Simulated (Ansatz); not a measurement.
`[SiH3]OB(Cl)Cl` at its PBE0-D4/def2-TZVP geometry, where that method's forces vanish. Charge 0, multiplicity 1.

```xyz
8

Si    0.2622   -0.8323    0.9188
O    -0.6878    0.2412    0.0654
B    -0.4667    0.9925   -1.0123
Cl    1.0944    0.9719   -1.8347
Cl   -1.7352    2.0237   -1.6367
H     0.6730   -1.9420    0.0278
H    -0.5887   -1.3316    2.0201
H     1.4488   -0.1235    1.4515
```

Problem. What forces (eV/Å) does ωB97M-V/def2-TZVPP give on these atoms in the Gaussian-basis code of Ansatz? (An estimate is asked.)

Solution. Computed: 
```
Si1  0.133 -0.174  0.150
O2  -0.065 -0.031  0.075
B3  -0.009  0.029 -0.031
Cl4  0.115 -0.015 -0.044
Cl5 -0.093  0.076 -0.047
H6  -0.049  0.138  0.104
H7   0.111  0.060 -0.137
H8  -0.143 -0.084 -0.069
```
